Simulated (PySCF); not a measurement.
These are PBE-D3(BJ)/def2-TZVP // PBE-D3(BJ)/def2-SVP (PySCF 2.14.0) values and carry that method's errors. All species are isolated molecules in the gas phase. 

Reference species (SMILES): `C#Cc1cccc(C(F)(F)F)c1` (neutral, multiplicity 1).

```yaml
HOMO–LUMO gap: 3.84 eV
S1 oscillator strength: 0.007
```

Changed species: `C#Cc1ccc(C(F)(F)F)cc1`.

What does the change do to the HOMO–LUMO gap and S1 oscillator strength?

the HOMO–LUMO gap falls by 0.11 eV, to 3.73 eV; the S1 oscillator strength stays essentially unchanged.
